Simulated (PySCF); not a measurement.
Species: C7H8OS (charge +1 and doublet state).
Structure used (GFN2-xTB), in Å, numbered top down from 1:
```xyz
17
C7H8OS angstrom
C      2.501   -0.785    0.477
O      1.581    0.295    0.485
C      0.320    0.126    0.113
C     -0.246   -1.079   -0.316
C     -1.573   -1.137   -0.678
C     -2.389    0.007   -0.628
C     -1.863    1.205   -0.212
C     -0.516    1.295    0.164
S      0.100    2.822    0.681
H      2.181   -1.580    1.155
H      2.624   -1.190   -0.530
H      3.446   -0.369    0.822
H      0.361   -1.969   -0.365
H     -1.993   -2.074   -1.007
H     -3.425   -0.060   -0.917
H     -2.473    2.094   -0.169
H      1.357    2.410    0.915
```

The hyperfine couplings belong to this conformer and change with its torsions.

As a line formula: `COC1=CC=CC=C1[SH+]` [radical] (charge +1).

Level of theory: PySCF 2.14.0, UKS B3LYP, pcH-1 on C H O S, non-relativistic, mean-field spin-orbit, GIAO. The structure is a single GFN2-xTB conformer in the gas phase; no vibrational or solvent corrections. Couplings are sensitive to structure, and on GFN2-xTB geometries they can be far from those on DFT ones, by a factor of two or more for some ions and for spin on atoms past the first row. The SCF solution wasn't tested for stability.

Task: Where do the isotropic ENDOR lines of H17, H14, H10/H11/H12, H15, H13 and H16 fall at 348.8 mT, to first order?

Result: ν± = |νn ± a/2|, one line for each electron-spin manifold; νn = |g_N| × 7.62259 MHz/T × B.

```csv
nuclei,isotope,g_N,νn (MHz),a_iso (MHz),lower line (MHz),upper line (MHz)
H17,1H,5.5857,14.85,-17.20,6.25,23.45
H14,1H,5.5857,14.85,-13.27,8.22,21.49
H10/H11/H12,1H,5.5857,14.85,11.25,9.23,20.47
H15,1H,5.5857,14.85,-6.78,11.46,18.24
H13,1H,5.5857,14.85,2.88,13.41,16.29
H16,1H,5.5857,14.85,-0.65,14.52,15.18
```

Task: Which pairs are centred on the nuclear Larmor frequency, and which on half the coupling?

Result: Centred on νn, since |a| < 2νn: H17, H14, H10/H11/H12, H15, H13 and H16. No pair has |a| > 2νn.

Task: At what field would the lower line of H10/H11/H12 fall to zero frequency?

Result: Where νn = |a|/2, that is B = 5.62 MHz/(5.5857 × 7.62259 MHz/T) = 132 mT, as far as first order holds there.

Means are taken over nuclei equivalent by connectivity, which assumes that they swap fast. The three 1H nuclei of mean +11.2 MHz run from -0.4 to 17.1 MHz in the frozen geometry.
